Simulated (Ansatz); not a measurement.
Basis-set extrapolation for CH$_{4}$F$_{2}$O$_{2}$Si (`CO[Si](O)(F)F`) (PBE0-D4/def2-TZVP geometry, frozen core, the Gaussian-basis code of Ansatz). Multiplicity 1, RHF reference.

```tsv
	def2-TZVPP	def2-QZVPP
HF	-678.178283	-678.207508
MP2 correlation	-1.254024	-1.363029
CCSD(T) correlation	-1.313832	not run
```

Energies in hartree. Use E(X) = E(∞) + A·exp(−7.88·√X) for Hartree–Fock and E(X) = E(∞) + B·X^(−2.97) for correlation, with X = 3 and 4, and add CCSD(T) minus MP2 of the smaller set to the MP2 limit.

Question: What is the CCSD(T) energy at the basis-set limit?

Answer: HF limit: -678.207508 + (-0.029225) × 0.13774 = -678.21153. MP2 limit: -1.363029 + (-0.109005) × 0.74074 = -1.44377. Higher-order term: -1.313832 − (-1.254024) = -0.05981. Total: -679.71511 hartree, 139.9 kcal/mol below CCSD(T)/def2-TZVPP.
